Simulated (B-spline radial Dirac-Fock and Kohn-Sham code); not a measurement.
**Successive ionisation energies of carbon: Dirac-Fock against NIST**

Model: relaxed Dirac-Fock hole states (ΔSCF) with Breit and QED corrections and a finite nucleus. Program: a B-spline atomic structure program. Each value is the difference of the configuration-average energies of two neighbouring ions in their tabulated ground configurations. Correlation and solid-state effects are left out. NIST's values refer to the lowest levels; many for high charge states are themselves semi-empirical or theoretical. Where a p, d or f shell is open in either ion the computed value averages over both j values and all terms, while the table refers to the lowest levels; that difference holds spin-orbit splitting (largest in heavy or highly charged ions), term energies where several electrons share open shells, and correlation, and it can reach 10 % or more.

```
ion  configuration  computed (eV)  NIST (eV)         kind  NIST − computed (eV)
  C   [He] 2s2 2p2           9.99   11.26029     measured                 +1.27
 C⁺   [He] 2s2 2p1          24.04   24.38314     measured                 +0.34
C²⁺       [He] 2s2          45.80   47.88778     measured                 +2.09
C³⁺       [He] 2s1          64.38   64.49352     measured                 +0.12
C⁴⁺            1s2          390.9   392.0906  theoretical                 +1.22
C⁵⁺            1s1          490.0   489.9932  theoretical                 -0.02
```

Task: Where in this range is the largest relative jump, and why?

Result: From C³⁺ (64.38 eV) to C⁴⁺ (390.9 eV), a factor of 6.07. The configuration goes from [He] 2s1 to 1s2, so the next electron comes out of a deeper subshell.
